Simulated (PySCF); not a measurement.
MoCl3: fields on a plane

Level of theory: UPBE0/[Mo def2-SVP with ECP28, Cl def2-SVP], scalar-relativistic core potentials, density fitting, no spin–orbit coupling, PySCF.

The quartet minimum has Mo–Cl 2.255 Å (×3); Cl–Mo–Cl 120.0° (×3).

The plane holds Mo1 at (0.00, 0.00), Cl2 at (2.25, 0.00), Cl3 at (-1.13, 1.95), Cl4 at (-1.13, -1.95) Å. Columns run from x = -3.15 to 4.65 Å, rows from y = 4.35 (top) to -4.05 Å, in steps of 0.3 Å. Other isomers or separated fragments may lie lower. Core electrons replaced by a potential are absent, the electrostatic potential uses the reduced nuclear charge, and values within about 0.7 Å of such atoms have no physical meaning.

Task: Give the electron localisation function (set to 0 where the density is under 0.005 e/Å³). Every second row and column.

Result: 
```
0.00 0.00 0.00 0.00 0.00 0.00 0.00 0.00 0.00 0.00 0.00 0.00 0.00 0.00
0.00 0.00 0.14 0.28 0.28 0.12 0.00 0.00 0.00 0.00 0.00 0.00 0.00 0.00
0.00 0.23 0.52 0.71 0.72 0.54 0.19 0.00 0.00 0.00 0.00 0.00 0.00 0.00
0.00 0.50 0.84 0.70 0.83 0.80 0.46 0.00 0.00 0.00 0.00 0.00 0.00 0.00
0.14 0.61 0.88 0.86 0.15 0.84 0.48 0.02 0.08 0.22 0.14 0.00 0.00 0.00
0.09 0.55 0.84 0.68 0.80 0.54 0.07 0.09 0.59 0.68 0.59 0.32 0.00 0.00
0.00 0.29 0.60 0.62 0.22 0.55 0.42 0.17 0.84 0.85 0.87 0.58 0.17 0.00
0.00 0.01 0.05 0.04 0.64 0.01 0.78 0.25 0.62 0.77 0.62 0.72 0.27 0.00
0.00 0.07 0.29 0.17 0.36 0.78 0.80 0.21 0.83 0.09 0.86 0.67 0.23 0.00
0.00 0.46 0.75 0.84 0.69 0.19 0.06 0.14 0.75 0.83 0.76 0.47 0.09 0.00
0.13 0.60 0.88 0.16 0.12 0.81 0.28 0.04 0.35 0.48 0.39 0.13 0.00 0.00
0.12 0.58 0.88 0.17 0.13 0.84 0.51 0.02 0.00 0.00 0.00 0.00 0.00 0.00
0.00 0.38 0.71 0.87 0.86 0.69 0.35 0.00 0.00 0.00 0.00 0.00 0.00 0.00
0.00 0.09 0.34 0.49 0.51 0.35 0.00 0.00 0.00 0.00 0.00 0.00 0.00 0.00
0.00 0.00 0.00 0.00 0.00 0.00 0.00 0.00 0.00 0.00 0.00 0.00 0.00 0.00
```

Task: Give the spin density (e/Å³) (cut at ±0.5 e/Å³). Every second row and column.

Result: 
```
 0.00  0.00  0.00  0.00  0.00  0.00  0.00  0.00  0.00  0.00  0.00  0.00  0.00  0.00
 0.00  0.00  0.00  0.00  0.00  0.00  0.00  0.00  0.00  0.00  0.00  0.00  0.00  0.00
 0.00  0.00  0.00  0.00  0.00  0.00  0.00  0.00  0.00  0.00  0.00  0.00  0.00  0.00
 0.00  0.00 -0.01 -0.03 -0.02  0.00  0.00  0.00  0.00  0.00  0.00  0.00  0.00  0.00
 0.00  0.00 -0.01 -0.01 -0.01 -0.01  0.00  0.00  0.00  0.00  0.00  0.00  0.00  0.00
 0.00  0.00 -0.01 -0.03 -0.03  0.01  0.01  0.00  0.00  0.00  0.00  0.00  0.00  0.00
 0.00  0.00  0.00  0.00  0.04  0.18  0.10  0.01 -0.01 -0.02 -0.01  0.00  0.00  0.00
 0.00  0.00  0.00  0.01  0.18  0.05  0.40  0.04 -0.04 -0.06 -0.03  0.00  0.00  0.00
 0.00  0.00  0.00  0.01  0.11  0.40  0.30  0.03 -0.03 -0.02 -0.02  0.00  0.00  0.00
 0.00  0.00  0.00 -0.01  0.01  0.04  0.03  0.01  0.00 -0.01  0.00  0.00  0.00  0.00
 0.00  0.00 -0.01 -0.01 -0.04  0.00  0.00  0.00  0.00  0.00  0.00  0.00  0.00  0.00
 0.00  0.00 -0.01 -0.01 -0.02 -0.01  0.00  0.00  0.00  0.00  0.00  0.00  0.00  0.00
 0.00  0.00  0.00 -0.01 -0.01  0.00  0.00  0.00  0.00  0.00  0.00  0.00  0.00  0.00
 0.00  0.00  0.00  0.00  0.00  0.00  0.00  0.00  0.00  0.00  0.00  0.00  0.00  0.00
 0.00  0.00  0.00  0.00  0.00  0.00  0.00  0.00  0.00  0.00  0.00  0.00  0.00  0.00
```

Other spin states or occupations of the open shell can lie lower.
